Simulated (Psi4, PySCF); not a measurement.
C4H12BeSi, singlet, geometry from GFN2-xTB (such geometries of metal compounds can be far from the true shape), atoms displaced at random by about 0.03 Å a coordinate. Base run: B3LYP/STO-3G, gradient run with PySCF.

Input for PySCF:
```python
from pyscf import gto, scf, dft

mol = gto.Mole()
mol.atom = '''
    Be    0.075966   -0.660357   -0.055604
    C    -0.207322    1.068584    0.139455
    C    -1.610227    1.497491    0.281553
    C     0.683460    1.637393    1.337507
    C     0.368473    1.897325   -1.167326
    H    -1.728371    2.526730    0.382195
    H    -2.053895    1.061346    1.114209
    H    -2.229817    1.205581   -0.579250
    H     0.325703    1.150512    2.190664
    H     1.729129    1.449705    1.239329
    H     0.492140    2.663580    1.323462
    H     1.435201    1.670869   -1.324178
    H    -0.143229    1.526487   -2.039158
    H     0.254052    2.871202   -1.068481
    Si    0.328718   -2.808719   -0.227767
    H     0.550969   -3.363557   -1.643094
    H    -0.781059   -3.655359    0.246398
    H     1.434975   -3.409098    0.515948
'''
mol.basis = 'sto-3g'
mol.charge = 0
mol.spin = 0
mol.verbose = 4
mol.build()

mf = dft.RKS(mol)
mf.xc = 'b3lyp'
mf.kernel()
g = mf.nuc_grad_method()
grad = g.kernel()
```

Programs used: Psi4, PySCF; a row that names a program was run with it.

The coordinate followed is y of atom 14.

Each row names what was changed in the base input (with any setting that the change needs).

```tsv
change	dE/dx (Eh/bohr)	net force (Eh/bohr)
base	-0.120166	0.000040
finite difference step (bohr) = 0.2; conv_tol = 1e-11	___	-
finite difference step (bohr) = 0.01; conv_tol = 1e-11	-0.120202	-
code = psi4	-0.120164	0.000013
density fitting = on	-0.120164	0.000040
grids.level = 0; grid_response = on	-0.118996	0.000000
grids.level = 1; grid_response = off	-0.120163	0.000170
grids.level = 5; grid_response = off	-0.120166	0.000000
grids.level = 5; grid_response = on	-0.120166	0.000000
grids.level = 1; grid_response = on	-0.120128	0.000000
finite difference step (bohr) = 1e-4; conv_tol = 1e-11	-0.120169	-
grids.level = 0; grid_response = off	-0.120907	0.001795
```

Question: Fill in the missing entries.

Answer: 
- finite difference step (bohr) = 0.2; conv_tol = 1e-11, dE/dx (Eh/bohr): -0.133480

The net force is zero for an exact gradient.
